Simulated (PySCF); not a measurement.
# Correlation energy of In⁻ (indium, charge -1)

[Kr] 4d10 5s2 5p2, high-spin 3P determinant. Computed with PySCF 2.14 in def2-QZVPPD with the def2 core potential (28 electrons) (8s6p5d4f1g, 88 functions), with a scalar-relativistic core potential. Frozen: 4s2 4p6 4d10; 4 electrons correlated.

| level | correlation energy (mhartree) |
| --- | --- |
| CCSD | -53.68 |
| (T) | -2.16 |
| CCSD(T) | -55.84 |

Diagnostics: T1 = 0.015, D1 = 0.0368, largest double amplitude 0.064.

Cost of the coupled-cluster step: roughly 15 core-seconds, for 4 correlated electrons.

Iterations:

```
CC2 = 0
CCSD nocc = (np.int64(3), np.int64(1)), nmo = (79, 79)
frozen orbitals [[0, 1, 2, 3, 4, 5, 6, 7, 8], [0, 1, 2, 3, 4, 5, 6, 7, 8]]
max_cycle = 100
direct = 0
conv_tol = 1e-08
conv_tol_normt = 1e-06
diis_space = 8
diis_start_cycle = 0
Init t2, MP2 energy = -0.0423052675418798
Init E_corr(UCCSD) = -0.0423052675449699
cycle = 1  E_corr(UCCSD) = -0.0498442334016292  dE = -0.00753896586  norm(t1,t2) = 0.055501
cycle = 2  E_corr(UCCSD) = -0.0521771725857135  dE = -0.00233293918  norm(t1,t2) = 0.0220388
cycle = 3  E_corr(UCCSD) = -0.0536642519096745  dE = -0.00148707932  norm(t1,t2) = 0.0103154
cycle = 4  E_corr(UCCSD) = -0.0536705017672919  dE = -6.24985762e-06  norm(t1,t2) = 0.00219386
cycle = 5  E_corr(UCCSD) = -0.0536841687794696  dE = -1.36670122e-05  norm(t1,t2) = 0.000464033
cycle = 6  E_corr(UCCSD) = -0.0536795171208218  dE = 4.65165865e-06  norm(t1,t2) = 0.000111947
cycle = 7  E_corr(UCCSD) = -0.0536805070164151  dE = -9.89895593e-07  norm(t1,t2) = 3.34651e-05
cycle = 8  E_corr(UCCSD) = -0.0536806561798812  dE = -1.49163466e-07  norm(t1,t2) = 8.62144e-06
cycle = 9  E_corr(UCCSD) = -0.053680470379371  dE = 1.8580051e-07  norm(t1,t2) = 2.31496e-06
cycle = 10  E_corr(UCCSD) = -0.0536805154126085  dE = -4.50332375e-08  norm(t1,t2) = 7.79966e-07
cycle = 11  E_corr(UCCSD) = -0.0536805170374531  dE = -1.62484454e-09  norm(t1,t2) = 2.41902e-07
UCCSD converged
E(UCCSD) = -189.2655725136979  E_corr = -0.05368051703745307
UCCSD(T) correction = -0.00216337889347308
```
